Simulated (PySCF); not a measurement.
Excitations are Tamm–Dancoff values on a coarser integration grid. The basis has no diffuse functions, so Rydberg states are missing or too high.

Z-matrix (Å, degrees):
```
C
N 1 1.4835
C 2 1.4536 1 115.13
H 3 1.1091 2 109.35 1 -174.67
H 3 1.1094 4 106.92 2 -120.22
H 3 1.1216 4 107.58 5 -115.76
C 2 1.4553 3 110.82 4 53.74
H 7 1.1070 2 110.69 3 -176.97
H 7 1.1092 8 107.80 2 -119.80
H 7 1.1230 8 107.78 9 -115.55
Si 1 1.9201 2 113.35 3 40.45
H 11 1.5040 1 107.11 2 162.47
H 11 1.5055 12 108.84 1 119.92
H 11 1.5065 12 108.31 13 118.39
Si 1 1.9209 2 108.25 3 153.14
H 15 1.5040 1 111.24 2 47.18
H 15 1.5052 16 108.57 8 114.22
H 15 1.5061 16 107.95 8 -127.50
Si 1 1.9364 2 116.25 3 -82.51
H 19 1.5049 1 109.00 2 165.04
H 19 1.5058 20 108.37 1 121.11
H 19 1.5066 20 108.13 21 117.25
```
Charge 0, multiplicity 1.

Question: Predict the S1–T1 gap (TDA), S1 oscillator strength and HOMO–LUMO gap from PBE-D3(BJ)/def2-TZVP // PBE-D3(BJ)/def2-SVP run with PySCF.

Answer: 
```yaml
S1–T1 gap (TDA): 0.17 eV
S1 oscillator strength: 0.028
HOMO–LUMO gap: 4.20 eV
```
